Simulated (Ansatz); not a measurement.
Isolated molecules relaxed with PBE0-D4/def2-TZVP in Ansatz; ΔE leaves out vibrations. CCSD(T)/CBS is the MP2 limit (def2-TZVPP, def2-QZVPP) plus CCSD(T) − MP2 in def2-TZVPP, frozen cores. DFT in def2-TZVPP. B3LYP here is the variant with VWN-RPA as its local correlation; programs differ in this. Elements past krypton have def2 core potentials. For W outer-core shells are correlated without core-valence functions, which leaves a few kJ/mol of doubt a bond. One conformer a species, not always the lowest.

Reaction (substitution at a C–C bond): `CCOB(C)F` + `[OH][W]([F])(=[S])=[S]` → `C[O][W]([F])(=[S])=[S]` + `COB(C)F`

```tsv
level	ΔE (kcal/mol)
PBE-D4	12.9
PBE0-D4	13.4
B3LYP-D4	11.9
ωB97M-V	14.2
PBE	13.2
r2SCAN	13.6
B3LYP	12.4
CCSD/def2-TZVPP	13.6
```

(1) What does CCSD(T)/CBS give? (Best estimate.)

Largest T1 diagnostic among the species: 0.022, so the coupled-cluster value is less sure than usual.

Answers

(1) Computed: +14.1 kcal/mol. The listed levels differ from it by -1.2, -0.7, -2.2, 0.1, -0.9, -0.5, -1.7, -0.5 kcal/mol.

In def2-TZVPP, CCSD(T) changes the Hartree–Fock value by +1.3 kcal/mol (the triples alone add −0.3 kcal/mol) and MP2 by +1.4 kcal/mol.
